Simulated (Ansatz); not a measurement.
Ansatz (a quantum-chemistry and plane-wave program) job for CuH, SMILES [CuH] (connectivity only; charge and spin as stated), neutral, multiplicity 1, PBE0-D3(BJ)/def2-TZVPD. 

Ansatz 0.2 input:
```yaml
crystal:
  periodic: [false, false, false]
  atoms:
    - {symbol: Cu, position_ang: [0.00000000, 0.00000000, -0.04748096]}
    - {symbol: H, position_ang: [0.00000000, 0.00000000, 1.37694796]}
basis:
  gaussian:
    orbitals: def2-TZVPD
hamiltonian:
  xc: pbe0
  dispersion: d3bj
relax: {f_tol: 0.002, max_steps: 200}
```

Program output:

```
Functional definition: PBE0
integrals: 0.01 GiB planned
585 factors; integrals over basis functions are off by at most 3.8e-4 eV
mean field: 0.14 GiB planned
mean field evaluation 1: about -44646.2137 eV, gradient 5.9e1 eV
mean field evaluation 2: about -44569.1608 eV, gradient 3.1e2 eV
mean field evaluation 4: about -44649.3963 eV, gradient 8.3e0 eV
mean field evaluation 8: about -44649.4727 eV, gradient 2.9e-2 eV
mean field -44649.47272255 eV, -1640.8378580540 hartree, gradient 1.0e-5 eV, S^2 0.000000; 0 other end points of the search recorded, 0 dependent functions left out
the calculation of the forces begins
reference -44649.47275000 eV, -1640.8378590630 hartree; 15, 15 occupied and 42, 42 virtual orbitals, 585 factors
relax step   1: F+E_penalty+E_count = -44649.48049554 eV  Δ(F+E_penalty+E_count) = +0.000e0 eV  max|allowed force component| = 8.929e-1 eV/Å  Δτ_max = 0.0000 Å  (25 SCF iters, accepted)
these checks for a lower state are left out or cut short: starts, cluster_reference, orbital_swaps, neighbouring_geometries, increment
integrals: 0.01 GiB planned
585 factors; integrals over basis functions are off by at most 4.0e-4 eV
mean field: 0.14 GiB planned
mean field evaluation 16: about -44649.4897 eV, gradient 1.0e0 eV
mean field -44649.49161730 eV, -1640.8385524232 hartree, gradient 8.1e-6 eV, S^2 0.000000; 0 other end points of the search recorded, 0 dependent functions left out
the calculation of the forces begins
reference -44649.49164474 eV, -1640.8385534319 hartree; 15, 15 occupied and 42, 42 virtual orbitals, 585 factors
relax step   2: F+E_penalty+E_count = -44649.49939863 eV  Δ(F+E_penalty+E_count) = -1.890e-2 eV  max|allowed force component| = 4.448e-1 eV/Å  Δτ_max = 0.0142 Å  (26 SCF iters, accepted)
these checks for a lower state are left out or cut short: starts, cluster_reference, orbital_swaps, neighbouring_geometries, increment
integrals: 0.01 GiB planned
585 factors; integrals over basis functions are off by at most 4.0e-4 eV
mean field: 0.15 GiB planned
mean field -44649.49861110 eV, -1640.8388094408 hartree, gradient 8.8e-6 eV, S^2 0.000000; 0 other end points of the search recorded, 0 dependent functions left out
the calculation of the forces begins
reference -44649.49863853 eV, -1640.8388104489 hartree; 15, 15 occupied and 42, 42 virtual orbitals, 585 factors
relax step   3: F+E_penalty+E_count = -44649.50640645 eV  Δ(F+E_penalty+E_count) = -7.008e-3 eV  max|allowed force component| = 3.091e-2 eV/Å  Δτ_max = 0.0150 Å  (26 SCF iters, accepted)
these checks for a lower state are left out or cut short: starts, cluster_reference, orbital_swaps, neighbouring_geometries, increment
integrals: 0.01 GiB planned
585 factors; integrals over basis functions are off by at most 4.0e-4 eV
mean field: 0.14 GiB planned
mean field evaluation 32: about -44649.4986 eV, gradient 4.3e-5 eV
mean field -44649.49864696 eV, -1640.8388107587 hartree, gradient 4.3e-5 eV, S^2 0.000000; 0 other end points of the search recorded, 0 dependent functions left out
the calculation of the forces begins
reference -44649.49867439 eV, -1640.8388117667 hartree; 15, 15 occupied and 42, 42 virtual orbitals, 585 factors
relax step   4: F+E_penalty+E_count = -44649.50644377 eV  Δ(F+E_penalty+E_count) = -3.732e-5 eV  max|allowed force component| = 4.767e-4 eV/Å  Δτ_max = 0.0012 Å  (20 SCF iters, accepted)
integrals: 0.01 GiB planned
585 factors; integrals over basis functions are off by at most 4.0e-4 eV
mean field: 0.14 GiB planned
mean field -44649.49864696 eV, -1640.8388107587 hartree, gradient 4.3e-5 eV, S^2 0.000000; 1 other end points of the search recorded, 0 dependent functions left out
the calculation of the forces begins
reference -44649.49867439 eV, -1640.8388117667 hartree; 15, 15 occupied and 42, 42 virtual orbitals, 585 factors
Total energy: -44649.50647120 eV, -1640.8390982943 hartree
Atom 0 at    -0.000000     0.000000    -0.077974 Å, force     0.000000    -0.000000     0.000477 eV/Å
Atom 1 at     0.000000    -0.000000     1.407441 Å, force     0.000000     0.000000    -0.000477 eV/Å
Dipole moment:    -0.000000     0.000000    -0.592360 e Å
```

The run converged.

Cost: around 5 core-seconds (rough).
